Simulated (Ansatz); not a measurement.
**Ligand exchange: C2H2F4 + C2H7NSn → C2H4F3N + C2H5FSn**

Gas-phase species: C2H2F4 `FCC(F)(F)F`, singlet; C2H7NSn `C[CH2][Sn][NH2]`, singlet; C2H4F3N (2,2,2-trifluoroethylamine) `NCC(F)(F)F`, singlet; C2H5FSn `C[CH2][Sn][F]`, singlet. The partners trade F for NH2: C–F and Sn–NH2 bonds give way to C–NH2 and Sn–F.

Shapes, held fixed at every level: PBE0-D4/def2-TZVP. Flexible molecules stand in one conformer, not always the lowest. Programs: Ansatz 0.2.0. The zero-point and thermal change to 298 K, harmonic and unscaled (PBE0-D4/def2-TZVP), is +2.6 kJ/mol.

```json
{"level": "HF/def2-TZVPP", "kind": "Hartree–Fock", "ΔH(298 K) (kJ/mol)": "-82.3", "less CCSD(T)/def2-TZVPP": "-8.6"}
{"level": "PBE-D4/def2-TZVPP", "kind": "GGA", "ΔH(298 K) (kJ/mol)": "-78.7", "less CCSD(T)/def2-TZVPP": "-5.0"}
{"level": "B3LYP-D4/def2-TZVPP", "kind": "global hybrid", "ΔH(298 K) (kJ/mol)": "-80.0", "less CCSD(T)/def2-TZVPP": "-6.3"}
{"level": "r2SCAN0-D4/def2-TZVPP", "kind": "global hybrid", "ΔH(298 K) (kJ/mol)": "-80.3", "less CCSD(T)/def2-TZVPP": "-6.6"}
{"level": "wB97M-V/def2-TZVPP", "kind": "range-separated hybrid", "ΔH(298 K) (kJ/mol)": "-82.3", "less CCSD(T)/def2-TZVPP": "-8.6"}
{"level": "wB97X-V/def2-TZVPP", "kind": "range-separated hybrid", "ΔH(298 K) (kJ/mol)": "-84.5", "less CCSD(T)/def2-TZVPP": "-10.8"}
{"level": "CCSD(T)/def2-SVP", "kind": "coupled cluster or CI", "ΔH(298 K) (kJ/mol)": "-80.4", "less CCSD(T)/def2-TZVPP": "-6.7"}
{"level": "CCSD(T)/def2-TZVPP", "kind": "coupled cluster or CI", "ΔH(298 K) (kJ/mol)": "-73.7", "less CCSD(T)/def2-TZVPP": "0.0"}
```

The highest level, CCSD(T)/def2-TZVPP, gives ΔH(298 K) = -73.7 kJ/mol; the levels span -84.5 to -73.7. The column of differences is taken from that level and isn't an error. No measured value is set beside it here. For atoms past krypton def2 sets carry core potentials with scalar relativity. Outer-core shells of Sn are correlated, in sets that cover them unevenly. CCSD(T)/def2-TZVPP lies outside the range of the other correlated levels here, so it shouldn't be taken on trust.
